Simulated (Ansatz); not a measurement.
Start from `C=C(Cl)O[SiH3]` and change one atom or group to get `C=[C](Cl)[AlH][F]`.

Ansatz, PBE0-D4/def2-TZVP geometries, multiplicity 1. Each molecule was computed in one conformer, which needn't be the lowest.

| property | `C=C(Cl)O[SiH3]` |
| --- | --- |
| LUMO energy (B3LYP/def2-TZVPP) / eV | -0.18 |
| LUMO energy (PBE/def2-TZVPP) / eV | -0.89 |
| HOMO–LUMO gap (PBE/def2-TZVPP) / eV | 4.94 |
| HOMO energy (PBE/def2-TZVPP) / eV | -5.82 |
| HOMO energy (PBE0/def2-TZVPP) / eV | -7.00 |
| size of the dipole moment (PBE/def2-TZVPP) / D | 0.58 |

Problem. What does the change do to each property? (Estimate.)

Solution. Ansatz gave: 
```csv
property,`C=[C](Cl)[AlH][F]`,shift
LUMO energy (B3LYP/def2-TZVPP) / eV,-1.89,-1.71
LUMO energy (PBE/def2-TZVPP) / eV,-2.51,-1.62
HOMO–LUMO gap (PBE/def2-TZVPP) / eV,4.13,-0.81
HOMO energy (PBE/def2-TZVPP) / eV,-6.65,-0.83
HOMO energy (PBE0/def2-TZVPP) / eV,-7.80,-0.80
size of the dipole moment (PBE/def2-TZVPP) / D,2.28,1.70
```

With PBE0 the HOMO falls by 0.80 eV and the LUMO falls by 1.71 eV, so the gap narrows by about 0.91 eV. PBE moves the HOMO by -0.83 eV and ωB97M-V by -0.76 eV. Dipoles are sizes alone; their direction can turn.

B3LYP here is the variant with VWN-RPA as its local correlation; programs differ in this.
